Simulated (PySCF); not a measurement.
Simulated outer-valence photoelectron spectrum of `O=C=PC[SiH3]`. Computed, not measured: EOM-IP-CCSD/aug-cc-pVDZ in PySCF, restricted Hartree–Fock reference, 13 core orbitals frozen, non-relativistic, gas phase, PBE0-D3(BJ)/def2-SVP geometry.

Each root has a Gaussian of 0.4 eV full width with its one-hole share as area; cross sections and vibrations are left out, and the highest printed point is 100.

(ionisation energy (eV), intensity): (8.0, 1), (8.2, 14), (8.4, 52), (8.6, 47), (8.8, 11), (9.0, 1), (9.2, 0), (9.4, 0), (9.6, 0), (9.8, 0), (10.0, 1), (10.2, 15), (10.4, 52), (10.6, 45), (10.8, 10), (11.0, 1), (11.2, 0), (11.4, 0), (11.6, 0), (11.8, 9), (12.0, 53), (12.2, 100), (12.4, 72), (12.6, 46), (12.8, 58), (13.0, 27), (13.2, 4), (13.4, 10), (13.6, 44), (13.8, 52), (14.0, 15), (14.2, 1), (14.4, 0), (14.6, 1), (14.8, 17), (15.0, 52), (15.2, 43), (15.4, 36), (15.6, 55), (15.8, 26), (16.0, 3)

Q: Where are the maxima, and how many lines lie under the curve?

A: 7 maxima, at 8.5, 10.5, 12.2, 12.8, 13.7, 15.1 and 15.6 eV, from 8 lines. At this width some lines have no maximum of their own.

Q: List the lines with their holes.

A: 
```
E (eV)  leading hole (HF orbital)  area  Koopmans (eV)
  8.49                       HOMO  0.96           8.76
 10.48                     HOMO-1  0.95          11.13
 12.13                     HOMO-2  0.94          13.01
 12.32                     HOMO-3  0.95          13.08
 12.79                     HOMO-4  0.93          13.88
 13.72                     HOMO-5  0.93          15.05
 15.06                     HOMO-6  0.90          16.61
 15.59                     HOMO-7  0.89          17.32
```

The widest gap, 1.99 eV, lies between 8.49 and 10.48 eV. Only orbitals with −ε under 21 eV, eight at most, were ionised, so the high end of the curve may lack lines.

Shape of the structure used: `[O:1]=[C:2]=[P:3][CH2:4][SiH3:5]`: C2–P3–C4–Si5 -62°.

One conformer stands for the species.
